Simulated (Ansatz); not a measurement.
Born–Oppenheimer molecular dynamics of FGeH2 (4 atoms, charge 0, multiplicity 2). It starts from a relaxed structure.

These are results of UKS PBE0-D4/def2-SVP in Ansatz, not measurements.

```json
{
 "ensemble": "NVT, Nosé–Hoover chain",
 "time step": "0.25 fs",
 "steps asked": "150",
 "set temperature": "1500 K",
 "thermostat": "time constant 20 fs, chain length 5",
 "seed": "343198"
}
```

Frames 0.25 fs apart, positions in Å, forces in eV/Å.

Velocities at 17.5 fs (Å/ps):

```
F -0.04 1.59 -4.38
Ge -0.27 -0.27 0.46
H -16.31 -38.58 19.67
H 36.28 28.03 29.93
```

```xyz
4
Properties=species:S:1:pos:R:3:forces:R:3 time_fs=17.5 energy_less_start_eV=0.151 T=1126
F 0.137 -0.616 1.515 0.10 0.69 -1.85
Ge 0.308 -0.220 -0.265 -0.12 -0.35 1.12
H -1.065 -0.500 -0.962 0.10 -0.04 0.27
H 0.712 1.277 -0.566 -0.08 -0.30 0.46
4
Properties=species:S:1:pos:R:3:forces:R:3 time_fs=17.8 energy_less_start_eV=0.147 T=1158
F 0.137 -0.615 1.514 0.10 0.68 -1.83
Ge 0.307 -0.220 -0.265 -0.12 -0.27 1.09
H -1.069 -0.510 -0.957 0.15 0.00 0.28
H 0.721 1.284 -0.559 -0.13 -0.41 0.46
4
Properties=species:S:1:pos:R:3:forces:R:3 time_fs=18.0 energy_less_start_eV=0.145 T=1184
F 0.137 -0.615 1.513 0.11 0.67 -1.80
Ge 0.307 -0.220 -0.265 -0.11 -0.20 1.07
H -1.073 -0.519 -0.952 0.19 0.04 0.28
H 0.730 1.290 -0.551 -0.19 -0.50 0.45
4
Properties=species:S:1:pos:R:3:forces:R:3 time_fs=18.2 energy_less_start_eV=0.144 T=1207
F 0.137 -0.615 1.512 0.11 0.66 -1.77
Ge 0.307 -0.220 -0.264 -0.11 -0.14 1.04
H -1.076 -0.529 -0.947 0.23 0.07 0.29
H 0.739 1.297 -0.542 -0.24 -0.60 0.44
4
Properties=species:S:1:pos:R:3:forces:R:3 time_fs=18.5 energy_less_start_eV=0.144 T=1226
F 0.137 -0.614 1.510 0.11 0.65 -1.74
Ge 0.307 -0.220 -0.264 -0.10 -0.08 1.02
H -1.080 -0.539 -0.941 0.27 0.11 0.29
H 0.748 1.303 -0.534 -0.29 -0.68 0.43
4
Properties=species:S:1:pos:R:3:forces:R:3 time_fs=18.8 energy_less_start_eV=0.144 T=1243
F 0.137 -0.614 1.509 0.11 0.63 -1.71
Ge 0.307 -0.220 -0.264 -0.09 -0.02 1.00
H -1.084 -0.549 -0.935 0.31 0.15 0.29
H 0.757 1.309 -0.525 -0.33 -0.76 0.42
4
Properties=species:S:1:pos:R:3:forces:R:3 time_fs=19.0 energy_less_start_eV=0.146 T=1256
F 0.137 -0.613 1.508 0.11 0.62 -1.68
Ge 0.307 -0.220 -0.264 -0.08 0.02 0.98
H -1.087 -0.559 -0.929 0.34 0.18 0.29
H 0.766 1.314 -0.515 -0.38 -0.83 0.41
4
Properties=species:S:1:pos:R:3:forces:R:3 time_fs=19.2 energy_less_start_eV=0.148 T=1268
F 0.137 -0.612 1.506 0.12 0.61 -1.64
Ge 0.307 -0.220 -0.264 -0.07 0.07 0.97
H -1.091 -0.569 -0.923 0.38 0.22 0.29
H 0.774 1.319 -0.506 -0.42 -0.89 0.39
4
Properties=species:S:1:pos:R:3:forces:R:3 time_fs=19.5 energy_less_start_eV=0.151 T=1279
F 0.137 -0.612 1.504 0.12 0.59 -1.61
Ge 0.307 -0.220 -0.264 -0.06 0.10 0.95
H -1.094 -0.579 -0.916 0.40 0.25 0.28
H 0.783 1.324 -0.496 -0.46 -0.95 0.37
4
Properties=species:S:1:pos:R:3:forces:R:3 time_fs=19.8 energy_less_start_eV=0.154 T=1289
F 0.137 -0.611 1.503 0.12 0.58 -1.57
Ge 0.307 -0.221 -0.263 -0.05 0.13 0.94
H -1.097 -0.588 -0.909 0.43 0.28 0.28
H 0.791 1.328 -0.486 -0.50 -1.00 0.35
4
Properties=species:S:1:pos:R:3:forces:R:3 time_fs=20.0 energy_less_start_eV=0.156 T=1300
F 0.137 -0.611 1.501 0.13 0.56 -1.53
Ge 0.307 -0.221 -0.263 -0.04 0.16 0.92
H -1.099 -0.598 -0.902 0.45 0.31 0.27
H 0.799 1.331 -0.475 -0.54 -1.04 0.33
4
Properties=species:S:1:pos:R:3:forces:R:3 time_fs=20.2 energy_less_start_eV=0.159 T=1310
F 0.137 -0.610 1.499 0.13 0.55 -1.48
Ge 0.307 -0.221 -0.263 -0.03 0.18 0.91
H -1.102 -0.607 -0.895 0.47 0.34 0.26
H 0.807 1.334 -0.464 -0.57 -1.07 0.31
```

Of the whole run (38 fs, mean temperature of the second half 1253 K): The conserved energy stayed within 0.093 meV per atom of its start (net change 0.093 meV per atom), so the integration is sound. The mean temperature of the second half is 16 % below the set value. A run of 0.037 ps of so small a system gives no equilibrium averages.

The run took 7.8 min on 1 thread of Arm Neoverse N1 (shared host), peak memory 0.14 GiB.
